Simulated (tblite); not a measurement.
Compound: C3H7BrGe.
Atom-mapped SMILES: `[CH2:1]=[CH:2][GeH2:3][CH2:4][Br:5]` (hydrogens: H6, H7 on C1; H8 on C2; H9, H10 on Ge3; H11, H12 on C4)

Computed with GFN2-xTB (tblite), gas phase: L-BFGS steps from a force-field or distance-geometry start until the largest atomic force falls under 0.01 eV/Å.

Step 97: E = -433.6965 eV
```
atom  x, y, z in Å  |  force x, y, z in eV/Å
C1     -2.1551    0.2709    0.0999    0.013  -0.022  -0.005
C2     -1.1527   -0.5337    0.4149   -0.021   0.005   0.006
Ge3     0.4851   -0.7236   -0.6291   -0.015   0.016   0.008
C4      1.7391    0.6868   -0.0078    0.019   0.010  -0.002
Br5     1.9379    0.4489    1.9155    0.014   0.010  -0.024
H6     -2.1569    0.8457   -0.8142    0.007  -0.015  -0.003
H7     -3.0207    0.3900    0.7341    0.003  -0.006  -0.011
H8     -1.1889   -1.0902    1.3443   -0.013   0.012  -0.014
H9      1.1343   -2.0529   -0.3688    0.006   0.006   0.001
H10     0.2919   -0.5548   -2.1149   -0.026   0.013   0.021
H11     1.3519    1.6926   -0.1621    0.016  -0.026   0.020
H12     2.7354    0.6196   -0.4378   -0.002  -0.003   0.004
```

Step 98: E = -433.6972 eV
```
atom  x, y, z in Å  |  force x, y, z in eV/Å
C1     -2.1664    0.2619    0.0948    0.011   0.000  -0.015
C2     -1.1486   -0.5199    0.4160   -0.008  -0.027   0.029
Ge3     0.4845   -0.7162   -0.6335   -0.019   0.020   0.009
C4      1.7487    0.6817   -0.0046    0.002   0.027  -0.001
Br5     1.9333    0.4408    1.9194    0.028  -0.002  -0.017
H6     -2.1850    0.8164   -0.8322   -0.007  -0.019   0.018
H7     -3.0248    0.3822    0.7394    0.008  -0.003  -0.037
H8     -1.1684   -1.0567    1.3578   -0.011   0.016  -0.017
H9      1.1262   -2.0506   -0.3800    0.004   0.004   0.000
H10     0.2884   -0.5393   -2.1176   -0.024   0.013   0.017
H11     1.3669    1.6908   -0.1543    0.035  -0.038  -0.003
H12     2.7464    0.6081   -0.4312   -0.018   0.008   0.018
```

Step 99: E = -433.6975 eV
```
atom  x, y, z in Å  |  force x, y, z in eV/Å
C1     -2.1780    0.2530    0.0904    0.054  -0.026   0.011
C2     -1.1455   -0.5083    0.4170   -0.047   0.009  -0.002
Ge3     0.4832   -0.7066   -0.6371   -0.010   0.009   0.013
C4      1.7592    0.6783   -0.0026   -0.004   0.031   0.007
Br5     1.9307    0.4335    1.9226    0.039  -0.008  -0.023
H6     -2.2130    0.7915   -0.8450   -0.005  -0.017   0.013
H7     -3.0310    0.3720    0.7422   -0.002  -0.003  -0.041
H8     -1.1504   -1.0294    1.3672   -0.016   0.010   0.005
H9      1.1155   -2.0459   -0.3855    0.007   0.004  -0.005
H10     0.2866   -0.5257   -2.1200   -0.024   0.016   0.010
H11     1.3858    1.6910   -0.1489    0.043  -0.037  -0.019
H12     2.7580    0.5959   -0.4263   -0.035   0.014   0.033
```

**Question.** Estimate the geometry and energy of step 100. (The exact step hangs on the optimiser's Hessian estimate; all steps are aligned on step 99, rigid shifts and turns removed.)

**Answer.** E = -433.6979 eV, largest force 0.062 eV/Å
```
atom  x, y, z in Å  |  force x, y, z in eV/Å
C1     -2.1826    0.2468    0.0871   -0.006   0.015  -0.010
C2     -1.1442   -0.5025    0.4174    0.009  -0.018   0.019
Ge3     0.4816   -0.7008   -0.6392    0.001  -0.003   0.016
C4      1.7640    0.6762   -0.0006   -0.004   0.026   0.008
Br5     1.9317    0.4267    1.9242    0.047  -0.018  -0.018
H6     -2.2274    0.7714   -0.8556   -0.004  -0.010   0.009
H7     -3.0320    0.3692    0.7426   -0.014  -0.004  -0.039
H8     -1.1402   -1.0100    1.3746   -0.014   0.002   0.016
H9      1.1096   -2.0422   -0.3891    0.011   0.000  -0.011
H10     0.2827   -0.5165   -2.1208   -0.022   0.017   0.004
H11     1.3955    1.6910   -0.1412    0.040  -0.024  -0.038
H12     2.7624    0.5900   -0.4252   -0.042   0.017   0.043
```

The energy changes by -0.0003 eV. The first-order estimate −F·Δx gives -0.0005 eV and the mean of the old and new forces, exact on a quadratic surface, -0.0004 eV. The step makes an angle of 85° with the force vector and moves no atom by more than 0.027 Å.

The cost below is that of the whole relaxation. Hardware: Arm Neoverse V1, one thread, no GPU, on a shared host. Cost: 0.71 s.
